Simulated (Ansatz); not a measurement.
A nudged elastic band was laid between two geometries of AlFH5OSi (9 atoms, charge 1, multiplicity 1).

Computed with UKS BLYP-D4/6-31G in Ansatz.

```
movable images  : 5
climbing image  : yes
spring          : 5.0 eV/Å²
optimiser       : quadratic models (default)
start path      : through a guess of the saddle point
force threshold : 0.05 eV/Å
iteration limit : 60
end points      : relaxed
```

Initial state:

```xyz
9
Properties=species:S:1:pos:R:3
F -1.152 2.440 -1.629
Al -0.540 0.851 -1.564
O -0.170 0.540 0.234
Si 0.528 -1.001 1.073
H -0.234 -0.314 -2.571
H -0.363 1.290 0.852
H 1.892 -0.580 1.521
H 0.498 -1.954 -0.078
H -0.461 -1.271 2.162
```

Final state:

```xyz
9
Properties=species:S:1:pos:R:3
F -1.316 2.825 -0.915
Al -0.627 1.326 -0.550
O -0.019 0.088 0.356
Si 0.620 -1.217 1.404
H -0.313 0.409 -2.459
H -0.617 1.062 -2.716
H 1.965 -0.725 1.847
H 0.685 -2.425 0.517
H -0.377 -1.342 2.517
```

Question: What changes between the two ends?

Answer: Bonds broken: Al2–H5, O3–H6. Bonds formed: H5–H6. AlFH5OSi becomes AlFH3OSi + H2.

Question: Give the energies along the band, and the barrier.

Answer: It converged. The highest image is number 4 of 0 to 6, 2.53 eV above the first end and 1.05 eV above the last; the last end lies 1.49 eV above the first. Neighbouring images differ by up to 1.2 eV, so the band resolves the path poorly. A vibrational analysis at the climbing image gives one clearly imaginary mode, 1303i cm⁻¹, and a faint second one (22i cm⁻¹) that may be numerical noise or a soft torsion: probably a first-order saddle point. The orbitals stay closed-shell, which can raise the energy where a bond breaks towards radicals; this wasn't checked here. Limits of this set-up: no polarisation functions, the dipole of an ion depends on the origin.

```tsv
image	path coordinate (Å)	energy (eV)	Al2–H5 (Å)	O3–H6 (Å)	H5–H6 (Å)
0	0.00	0.00	1.57	0.99	3.78
1	1.65	1.09	1.55	1.22	3.58
2	3.31	1.24	1.57	3.19	3.76
3	4.96	1.32	1.57	3.92	3.08
4	6.61	2.53	1.72	3.55	1.12
5	7.76	1.52	2.13	3.42	0.77
6	8.90	1.49	2.14	3.28	0.76
```

Question: What is the geometry of the highest image?

Answer: 
```xyz
9
Properties=species:S:1:pos:R:3
F -1.490 2.332 -1.039
Al -0.377 0.872 -0.913
O 0.081 -0.219 0.240
Si 0.658 -1.443 1.414
H -0.247 1.414 -2.542
H -0.976 2.169 -2.161
H 2.087 -1.077 1.686
H 0.505 -2.760 0.712
H -0.241 -1.287 2.603
```

The band took 29 iterations and about 7 core-minutes.

Time of the run: 6.8 min on 1 thread of Arm Neoverse V2 (shared host), peak memory 0.12 GiB.
